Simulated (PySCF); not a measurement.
CdF2, SMILES [F][Cd][F].

Geometry optimised at PBE0-D3(BJ)/def2-TZVP. The def2 effective core potentials stand for the cores of Cd; spin–orbit coupling is left out.

Vertical ionisation energy (IE) and electron affinity (EA) in eV. Rows of orbital energies are one-electron estimates. Where ΔSCF, EOM or ADC give a negative EA the extra electron is unbound and the value depends on the basis.

```
level                                             IE    EA
---------------------------------------------  -----  ----
−ε(HOMO), −ε(LUMO), r2SCAN/def2-TZVPD (PySCF)   8.65  3.15
−ε(HOMO), −ε(LUMO), M06-2X/def2-TZVPD (PySCF)  12.21  1.75
```
